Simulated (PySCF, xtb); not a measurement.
Be(Br)(OH) (BeBrHO), SMILES [OH][Be][Br]. The values are those of a single conformer.

Harmonic wavenumbers (cm⁻¹) from GFN2-xTB (xtb) at its own minimum, in rising order: 211, 445, 522, 548, 1416, 3873.

### Question
What does PBE0-D3(BJ)/def2-TZVP in PySCF 2.14.0 give at its own minimum? (The exact figures need the calculation; the answer reports its results.)

### Answer
246, 271, 425, 488, 1383, 4028. Paired by order, the mean absolute difference is 92 cm⁻¹ and the zero-point energies are 10.0 and 9.8 kcal/mol.
